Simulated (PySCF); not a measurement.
Substituent chemical shifts

Parent skeleton `[N:1]#[C:2][CH2:3][SiH2:4][SiH2:5][NH2:6]`; one hydrogen on atom 4 is replaced by X. Hydrogens on one atom are averaged.

How the numbers were obtained: geometry from GFN2-xTB, shielding tensors at PBE0/pcSseg-1 (GIAO), in PySCF 2.14.0 with density-fitted response routines (non-relativistic, in vacuum, fast rotation and ring inversion assumed for equivalent nuclei, a single conformation).

δ = σ(ref) − σ, references computed at the same level: 15N (σ = 267.73 ppm) against NH3; 13C (σ = 186.93 ppm), 29Si (σ = 349.16 ppm), 1H (σ = 31.72 ppm) against TMS.

(1) Give δ (ppm) for X = OC2H5, CH2OCH3, N(SiH3)2, SCH3, OCH3, OCOCH3, NHSiH3, ethynyl, iPr.

(2) Which position responds most, and to which substituents?

Answers

(1) 
```tsv
X	SMILES	N1	C2	C3	Si4	Si5	N6	H(C3)	H(Si4)	H(Si5)
OC2H5	CCO[Si@@H](CC#N)[SiH2]N	291.7	125.0	2.3	-14.9	-62.5	-4.7	2.01	5.64	5.28
CH2OCH3	COC[Si@@H](CC#N)[SiH2]N	294.2	123.7	-3.6	-36.2	-56.8	-3.4	1.89	4.36	5.15
N(SiH3)2	N#CC[Si@@H]([SiH2]N)N([SiH3])[SiH3]	294.6	124.3	2.3	-14.3	-55.8	-1.3	2.07	5.43	5.18
SCH3	CS[Si@@H](CC#N)[SiH2]N	293.9	125.1	-1.2	-22.1	-52.5	-3.9	1.97	5.29	5.27
OCH3	CO[Si@@H](CC#N)[SiH2]N	293.5	124.3	1.6	-18.4	-57.5	-4.8	1.97	5.26	5.24
OCOCH3	CC(=O)O[Si@H](CC#N)[SiH2]N	293.0	125.1	0.4	-16.1	-53.7	-0.4	2.03	5.38	5.28
NHSiH3	N#CC[Si@@H](N[SiH3])[SiH2]N	295.8	123.7	5.1	-24.0	-48.1	-2.5	1.70	5.10	5.21
ethynyl	C#C[Si@@H](CC#N)[SiH2]N	292.7	127.4	1.3	-69.2	-56.3	-2.3	1.82	4.56	5.20
iPr	CC(C)[Si@H](CC#N)[SiH2]N	293.5	128.4	-1.2	-38.5	-61.2	-2.4	1.76	4.12	5.18
```

(2) Si4: from -69.2 ppm with ethynyl to -14.3 ppm with N(SiH3)2.

Experimental scales use liquid or dissolved standards, which lie at an offset from isolated NH3 (liquid NH3: subtract about 20 ppm). Unscaled 15N shifts of sp2 nitrogen come out 20 to 40 ppm too high even then.
